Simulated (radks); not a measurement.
Neutral potassium inside a hard spherical wall (all orbitals vanish at R), configuration held at [Ar] 4s1 and not refilled when levels cross. All-electron calculation, scalar-relativistic Kohn-Sham, PBE, spin-unpolarised, spherical densities, point nucleus. Program: a radial shooting solver on a logarithmic mesh with Libxc functionals. Eigenvalues in eV, with the zero of energy where the potential of the charges vanishes at infinity; a dash marks a level that is unbound or too diffuse for the functional's potential to be trusted. A positive occupied level is held by the wall or, in an anion where self-interaction has pushed it up, behind a barrier. The pressure on the wall is -dE/dV.

| R (bohr) | E (hartree) | kinetic (hartree) | e(2p) | e(3s) | e(3p) | e(4s) | e(4p, empty) | e(5s, empty) | pressure (GPa) |
|---|---|---|---|---|---|---|---|---|---|
| free | -602.08677 | 605.698 | -280.12 | -35.343 | -18.814 | -2.319 | -0.805 | - | 0 |
| 20 | -602.08677 | 605.698 | -280.12 | -35.343 | -18.813 | -2.319 | -0.800 | 0.100 | < 0.0001 |
| 10 | -602.08172 | 605.728 | -279.77 | -35.000 | -18.475 | -2.018 | -0.125 | 3.509 | 0.0839 |
| 8 | -602.06614 | 605.791 | -279.22 | -34.473 | -17.959 | -1.349 | 1.033 | 7.618 | 0.531 |
| 3.5 | -601.18190 | 608.709 | -270.25 | -27.606 | -11.100 | 22.152 | 30.805 | 87.653 | 215 |
| 2.5 | -598.16146 | 618.613 | -250.05 | -13.899 | 3.950 | 76.176 | 88.580 | 219.66 | 2530 |
| 2 | -592.10068 | 636.155 | -222.73 | 8.278 | 28.323 | 158.61 | 171.10 | 396.56 | 11800 |
